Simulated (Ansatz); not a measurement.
The cluster Ni₂O₂⁺. The state is a quartet with charge 1. Geometry r2SCAN-D4/def2-SVP.

```
atom   x (Å)   y (Å)   z (Å)
 Ni1  -1.169  -0.107   0.456
 Ni2   1.172   0.108  -0.458
  O3   0.025   1.212   0.233
  O4  -0.028  -1.213  -0.230
```

At HF/STO-3G, r2SCAN-D4/def2-TZVP, r2SCANh-D4/def2-TZVP the charge 1 quartet is spin-contaminated (final ⟨S²⟩ up to 7.01, 3.75 for a pure state). The structure comes from a short search, and lower isomers may exist.

Question: Estimate the α-spin orbital energies around the gap (eV) in Ansatz with HF/STO-3G, PBE-D4/def2-TZVP, BLYP-D4/def2-TZVP, r2SCAN-D4/def2-TZVP, r2SCANh-D4/def2-TZVP.

Answer: 
```csv
orbital,HF/STO-3G,PBE-D4/def2-TZVP,BLYP-D4/def2-TZVP,r2SCAN-D4/def2-TZVP,r2SCANh-D4/def2-TZVP
HOMO−13,-25.14,-16.85,-16.74,-16.99,-17.75
HOMO−12,-25.04,-16.76,-16.68,-16.96,-17.68
HOMO−11,-25.02,-16.16,-16.08,-16.57,-17.67
HOMO−10,-24.90,-15.87,-15.77,-16.13,-17.39
HOMO−9,-24.72,-15.58,-15.51,-16.09,-17.07
HOMO−8,-23.90,-13.83,-13.77,-14.61,-16.08
HOMO−7,-23.78,-13.76,-13.71,-14.40,-15.73
HOMO−6,-23.39,-13.52,-13.50,-14.14,-15.60
HOMO−5,-23.12,-13.44,-13.45,-14.07,-15.51
HOMO−4,-20.15,-12.95,-12.91,-13.30,-14.08
HOMO−3,-19.67,-12.78,-12.76,-13.08,-14.06
HOMO−2,-18.39,-12.53,-12.53,-13.00,-13.71
HOMO−1,-17.07,-12.44,-12.40,-12.83,-13.51
HOMO,-13.99,-12.41,-12.35,-12.64,-13.37
LUMO,-4.82,-11.24,-11.19,-11.16,-10.64
LUMO+1,-2.82,-8.85,-8.94,-8.52,-8.26
LUMO+2,-2.07,-7.85,-7.95,-7.51,-7.23
LUMO+3,-1.50,-4.03,-4.07,-3.62,-3.31
LUMO+4,2.02,-3.92,-3.99,-3.54,-3.25
LUMO+5,2.59,-2.75,-2.78,-2.26,-2.00
β HOMO,-12.75,-11.96,-11.97,-12.33,-13.32
β LUMO,-2.18,-11.58,-11.56,-11.20,-10.41
```
